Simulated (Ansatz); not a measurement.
HBF$_{2}$Se, singlet, at a GFN2-xTB geometry; SC-NEVPT2/STO-3G, CASSCF(2,2) (Ansatz, a program for electronic structure).

Input for Ansatz:
Ansatz 0.2 input:
```yaml
crystal:
  periodic: [false, false, false]
  atoms:
    - {symbol: B, position_ang: [0.19929966, -0.58944236, 0.70003787]}
    - {symbol: F, position_ang: [1.33433058, -1.24175642, 0.78225807]}
    - {symbol: F, position_ang: [-0.67042407, -0.80051842, 1.66336027]}
    - {symbol: Se, position_ang: [-0.16158961, 0.59840763, -0.74153670]}
    - {symbol: H, position_ang: [-1.47761029, 0.98182595, -0.29850667]}
basis:
  gaussian:
    orbitals: STO-3G
magnetization: {spin_polarized: false}
correlation: {method: sc_nevpt2, electrons: all, active_space: {window: {electrons: 2, orbitals: 2}}}
```

It wrote (shortened):

```
Functional definition: HF
407 factors; integrals over basis functions are off by at most 8.0e-5 eV
mean field evaluation 1: about -70603.2082 eV, gradient 2.8e1 eV
mean field evaluation 2: about -70603.2612 eV, gradient 2.8e1 eV
mean field evaluation 4: about -70606.1406 eV, gradient 1.1e0 eV
mean field evaluation 8: about -70606.1447 eV, gradient 7.3e-6 eV
mean field -70606.14468510 eV, -2594.7279586137 hartree, gradient 8.2e-7 eV, S^2 0.000000; 0 other end points of the search recorded, 0 dependent functions left out
reference -70606.14468510 eV, -2594.7279586137 hartree; 29, 29 occupied and 5, 5 virtual orbitals, 407 factors
state -70606.61507332 eV, -2594.7452450620 hartree
state -70606.61507332 eV, -2594.7452450620 hartree; corrected -70609.02970128 eV, -2594.8339810026 hartree
state -70606.47394800 eV, -2594.7400588020 hartree
state -70606.47394800 eV, -2594.7400588020 hartree; corrected -70608.95802623 eV, -2594.8313469931 hartree
state -70606.61507332 eV, -2594.7452450620 hartree; corrected -70609.02970128 eV, -2594.8339810026 hartree
2 active orbitals were swapped for others, from the solution at -70606.47394322 eV, -2594.7400586265 hartree to that at -70606.61506342 eV, -2594.7452446980 hartree; typed "places" are swapped only where nearly empty or full, and so, without "given_window_search", are "orbital_numbers", "shells" and a window whose orbitals a file names under [Active]
Total energy: -70609.02970128 eV, -2594.8339810026 hartree
```
